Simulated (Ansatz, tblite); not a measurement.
Removing an electron: B3PH10 (relaxed from a model of B3H7(PH3), whose bonding it doesn't keep). Total charge 0; singlet. Geometry: B3LYP-D4/def2-SVP. Ansatz, gas phase; energy differences of separate SCF runs; the oxidised species was run as a doublet alone.

```xyz
14

B     0.0168   -0.8413   -1.2638
B    -1.3322   -0.2143   -0.3243
H    -1.1897   -1.3608   -0.9311
B     0.2456    0.7473   -0.3485
P     0.9019    0.4798    1.4633
H     1.2308    0.6870   -1.0622
H    -0.0075   -0.6994   -2.4608
H     0.7975   -1.6480   -0.8079
H    -2.2266    0.3693   -0.8832
H    -1.5325   -0.5426    0.8320
H    -0.2126    1.8653   -0.4036
H     0.0494    0.9229    2.4982
H     1.1384   -0.8600    1.8442
H     2.1208    1.0947    1.8475
```

The xTB rows come from tblite. HOMO above LUMO, or a gap near zero within one spin, warns that the state may not be the lowest or that an electron is smeared out.

| level | −HOMO (eV) | vertical IE (eV) | −LUMO (eV) | HOMO–LUMO gap (eV) | remarks |
| --- | --- | --- | --- | --- | --- |
| GFN1-xTB | 11.40 | 14.32 | 5.92 | 5.48 | – |
| PBE-D4/def2-TZVP | 6.90 | 9.94 | 1.11 | 5.79 | gap within one spin near zero (+1 doublet) |
| PBE0-D4/def2-TZVP | 8.23 | 10.34 | 0.17 | 8.07 | – |

Problem. Estimate the rows for GFN2-xTB, r2SCAN-D4/def2-TZVP.

Solution. 
```json
{"level": "GFN2-xTB", "−HOMO (eV)": "9.59", "vertical IE (eV)": "12.65", "−LUMO (eV)": "5.47", "HOMO–LUMO gap (eV)": "4.13"}
{"level": "r2SCAN-D4/def2-TZVP", "−HOMO (eV)": "7.20", "vertical IE (eV)": "10.09", "−LUMO (eV)": "0.78", "HOMO–LUMO gap (eV)": "6.42"}
```

Relaxing the oxidised species (B3LYP-D4/def2-SVP) changes its energy by -1.01 eV at PBE-D4/def2-TZVP, so the adiabatic ionisation energy to this nearest minimum is 8.93 eV. At PBE0-D4/def2-TZVP it is 9.03 eV.    Raw xTB energy differences between charge states are shifted by several eV; the methods need an empirical correction for them.
